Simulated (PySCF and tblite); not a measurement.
Results of a calculation; reference values are marked as such.
C₅H₆F₄O, numbered as in [CH3:1][C:2](=[O:3])[C:4]([F:5])([F:6])[CH2:7][CH:8]([F:9])[F:10].

The ensemble was built from 150 distance-geometry starts (ETKDG and KDG, MMFF94s, GFN2-xTB) and rests on GFN2-xTB geometries. Weights use B3LYP-D3(BJ)/def2-SVP (IEF-PCM, water) energies plus GFN2-xTB zero-point and thermal terms (modes under about 100 cm⁻¹ blended into free rotors). Symmetry numbers and mirror images are counted. Conformers within 3 kcal/mol (GFN2-xTB free energy) were kept, 9 at most. GIAO shieldings: B97-2/pcSseg-1 (IEF-PCM, water). Shifts are against TMS (¹H), TMS (¹³C) at the same level. Programs: PySCF with density fitting and tblite.

Q: List the conformer-averaged shifts at 298.15 K.

A: ¹H: 6.63 (H8, 1H), 3.00 (H7, 2H), 2.76 (H1, 3H) ppm. ¹³C: 208.9 (C2), 122.7 (C4), 120.3 (C8), 43.1 (C7), 28.5 (C1) ppm.

Q: How do the conformers differ?

A: Torsions listed: O3–C2–C4–F5, F5–C4–C7–C8, C4–C7–C8–F9. Of a mirror pair one member is shown.
```
conformer               shape  weight %
        1  -75°, -162°, -176°      41.1
        2    -173°, 57°, -71°      25.7
        3   -114°, -57°, 161°      14.8
        4    -113°, 177°, 62°      13.1
        5    148°, 166°, 164°       5.4
```

```json
{"signal": "H1", "1": "2.74", "2": "2.78", "3": "2.78", "4": "2.80", "5": "2.70", "average": "2.76"}
{"signal": "H7", "1": "3.07", "2": "3.06", "3": "2.79", "4": "2.88", "5": "3.01", "average": "3.00"}
{"signal": "H8", "1": "6.58", "2": "6.55", "3": "6.82", "4": "6.81", "5": "6.35", "average": "6.63"}
{"signal": "C1", "1": "29.5", "2": "29.1", "3": "25.8", "4": "26.7", "5": "29.7", "average": "28.5"}
{"signal": "C2", "1": "209.2", "2": "209.8", "3": "206.8", "4": "208.2", "5": "210.1", "average": "208.9"}
{"signal": "C4", "1": "122.9", "2": "123.3", "3": "121.9", "4": "121.4", "5": "123.5", "average": "122.7"}
{"signal": "C7", "1": "43.0", "2": "43.5", "3": "41.8", "4": "42.3", "5": "47.1", "average": "43.1"}
{"signal": "C8", "1": "120.5", "2": "119.9", "3": "120.6", "4": "120.2", "5": "119.9", "average": "120.3"}
```

Q: Which signal moves most, for its nucleus, between 180 and 400 K through the change of populations alone?

A: H7: 3.03 ppm at 180 K, 3.02 ppm at 230 K, 3.00 ppm at 298.15 K, 2.99 ppm at 330 K, 2.98 ppm at 400 K.

Shifts are unscaled: against experiment ¹³C can be off by 15 ppm or more and ¹H by 0.8 ppm.


Conformer gaps in def2-SVP on xTB geometries can be 2 kcal/mol too large for S=O, P=O and other polar bonds.